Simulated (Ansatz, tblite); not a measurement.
Forces on (FAlNH)4 cubane (Al4N4F4H4) at its PBE-D4/def2-SVP geometry. Charge 0, multiplicity 1.

The xTB rows come from tblite. Single mean-field runs in def2-TZVP are fitted with def2-universal-jkfit.

GFN2-xTB (tblite), largest force 0.96 eV/Å:

```xyz
16
positions Å, forces eV/Å
Al   -1.241    0.758   -0.823   -0.117    0.071   -0.078
F    -2.488    1.519   -1.649    0.712   -0.434    0.472
N    -1.413   -0.108    0.897   -0.674   -0.050    0.429
Al   -0.389   -1.608    0.236   -0.036   -0.152    0.022
F    -0.779   -3.223    0.473    0.223    0.922   -0.135
N    -0.223   -0.745   -1.486   -0.108   -0.355   -0.710
Al    1.408    0.107   -0.894    0.133    0.011   -0.084
F     2.822    0.216   -1.791   -0.807   -0.062    0.512
N     0.390    1.614   -0.237    0.188    0.770   -0.113
Al    0.222    0.742    1.481    0.020    0.070    0.139
F     0.445    1.488    2.968   -0.127   -0.426   -0.849
N     1.246   -0.761    0.826    0.595   -0.364    0.394
H    -2.277   -0.173    1.446    0.220    0.016   -0.140
H    -0.359   -1.200   -2.394    0.035    0.116    0.232
H     0.629    2.600   -0.382   -0.061   -0.251    0.037
H     2.007   -1.226    1.330   -0.194    0.119   -0.129
```

r2SCAN-D4/def2-TZVP (Ansatz), largest force 0.84 eV/Å:

```
Al -0.186 0.112 -0.124
F 0.621 -0.379 0.412
N -0.031 -0.001 0.021
Al -0.057 -0.241 0.036
F 0.194 0.805 -0.118
N -0.006 -0.016 -0.033
Al 0.211 0.017 -0.133
F -0.705 -0.054 0.447
N 0.010 0.035 -0.005
Al 0.032 0.111 0.221
F -0.111 -0.371 -0.741
N 0.027 -0.017 0.018
H 0.513 0.038 -0.326
H 0.081 0.270 0.540
H -0.142 -0.586 0.086
H -0.452 0.277 -0.300
```

ωB97M-V/def2-TZVP (Ansatz), largest force 0.77 eV/Å:

```
Al -0.179 0.108 -0.119
F 0.576 -0.351 0.382
N -0.079 -0.004 0.051
Al -0.055 -0.232 0.034
F 0.180 0.746 -0.110
N -0.014 -0.041 -0.084
Al 0.203 0.017 -0.128
F -0.653 -0.050 0.414
N 0.023 0.090 -0.013
Al 0.031 0.107 0.213
F -0.103 -0.344 -0.686
N 0.070 -0.043 0.046
H 0.551 0.041 -0.351
H 0.087 0.291 0.580
H -0.153 -0.630 0.093
H -0.486 0.297 -0.322
```
